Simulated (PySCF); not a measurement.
PySCF 2.14 output of an unrestricted B97-3 calculation on a single atom or ion in aug-cc-pVDZ-PP with ECP10MDF (5s4p3d, 32 functions), with a scalar-relativistic core potential:

```
SCF conv_tol = 1e-09
number electrons alpha = 11  beta = 8
    T. W. Keal and D. J. Tozer.,  J. Chem. Phys. 123, 121103 (2005)
cycle= 1 E= -257.119372529239  delta_E= -0.00209  |g|= 0.0063  |ddm|= 0.82
cycle= 2 E= -257.119414969395  delta_E= -4.24e-05  |g|= 0.000817  |ddm|= 0.159
cycle= 3 E= -257.119416880516  delta_E= -1.91e-06  |g|= 0.000277  |ddm|= 0.0232
cycle= 4 E= -257.119418341818  delta_E= -1.46e-06  |g|= 0.000283  |ddm|= 0.00916
cycle= 5 E= -257.119418170758  delta_E= 1.71e-07  |g|= 0.000279  |ddm|= 0.000915
cycle= 6 E= -257.119412969718  delta_E= 5.2e-06  |g|= 6.29e-05  |ddm|= 0.0547
cycle= 7 E= -257.11941296459  delta_E= 5.13e-09  |g|= 4.16e-05  |ddm|= 0.00112
cycle= 8 E= -257.119412962141  delta_E= 2.45e-09  |g|= 1.84e-07  |ddm|= 0.00174
cycle= 9 E= -257.119412962141  delta_E= 2.27e-13  |g|= 8.3e-08  |ddm|= 5.2e-06
converged SCF energy = -257.119412962141  <S^2> = 3.7500304  2S+1 = 4.0000152
```

The run itself started from symmetry-adapted Hartree-Fock orbitals and held the occupation by maximum overlap, on a logarithmic radial grid, so the iterations belong to that start.

**Question.** Which element, charge and spin multiplicity is this?

**Answer.** Ga²⁺ (gallium, charge +2), multiplicity 4; the state was [Ar] 3d9 4s1 5s1, high-spin 4D determinant (an excited configuration).

Energies and moments cover only the electrons outside the core potential. The outer electron is Rydberg-like, and this basis confines it to a smaller radius and binds it less than a complete one would.
